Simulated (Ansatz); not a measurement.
Born–Oppenheimer molecular dynamics of Cl$_{3}$H$_{2}$In (6 atoms, charge 0, multiplicity 1). It starts at the highest image of a converged band, a first-order saddle point between two minima.

Method: Ansatz, RKS B3LYP-D4/def2-SVP.

```
ensemble                      : NVE (velocity Verlet)
time step                     : 0.5 fs
steps asked                   : 200
starting velocities drawn for : 300 K
seed                          : 8627
```

First frame:

```xyz
6
Properties=species:S:1:pos:R:3
In 0.020 -0.425 -0.155
Cl 0.024 -0.023 2.454
Cl 2.068 0.184 -1.109
Cl -2.056 0.118 -1.087
H 0.055 -2.046 0.844
H 0.048 -1.410 1.724
```

Problem. How far do the bonds stretch over the last three quarters of this one trajectory? (Pairs bonded in most of those frames.)

Solution. 
| bond | mean (Å) | spread (Å) | shortest | longest |
| --- | --- | --- | --- | --- |
| In1–Cl3 | 2.369 | 0.040 | 2.32 | 2.44 |
| In1–Cl4 | 2.372 | 0.015 | 2.35 | 2.39 |
| In1–H5 | 1.734 | 0.029 | 1.67 | 1.78 |
| Cl2–H6 | 1.303 | 0.037 | 1.24 | 1.36 |

Mean temperature of the second half: 1027 K. The conserved energy stayed within 0.079 meV per atom of its start (net change 0.041 meV per atom), so the integration is sound. The kinetic energy rose, since the run started high on the potential surface and went downhill. It ends in pieces (Cl2HIn + ClH), so much of that is their flight and rotation, not heat. A run of 0.1 ps of so small a system gives no equilibrium averages. The orbitals stay closed-shell, which can raise the energy where a bond breaks towards radicals; this wasn't checked here.

Run time: 7.9 min on 2 threads of Arm Neoverse V1, with other jobs on the host, peak memory 0.21 GiB.
